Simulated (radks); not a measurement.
Charge is removed step by step from the 4p level of Cd+, starting from [Kr] 4d10 5s1. Calculated with a radial shooting solver on a logarithmic mesh with Libxc functionals: scalar-relativistic Kohn-Sham, LDA (Slater exchange, Perdew-Wang correlation), spin-unpolarised, spherical densities, finite nucleus; Fermi nuclear charge, rms radius 4.6087 fm.

removed (e)  E - E(0) (eV)  eigenvalue (eV)  E minus straight line (eV)
0                    0.000          -75.916                       0.000
0.1                  7.665          -77.478                      -0.730
0.2                 15.487          -79.059                      -1.302
0.3                 23.469          -80.661                      -1.716
0.4                 31.611          -82.281                      -1.968
0.5                 39.916          -83.920                      -2.058
0.6                 48.386          -85.577                      -1.982
0.7                 57.023          -87.250                      -1.741
0.8                 65.827          -88.941                      -1.331
0.9                 74.802          -90.647                      -0.751
1                   83.948          -92.370                       0.000

Removing the whole electron costs 83.948 eV by Delta-SCF, against 75.916 eV from minus the eigenvalue at the starting occupation. Slater's transition state (half an electron removed) gives 83.920 eV. Integrating minus the eigenvalue over the occupation (Janak's theorem) gives 83.994 eV. In this scalar-relativistic scheme the density is built from large components alone, so the theorem holds only approximately. The mean slope of the eigenvalue, de/dn, is 16.5 eV per electron.
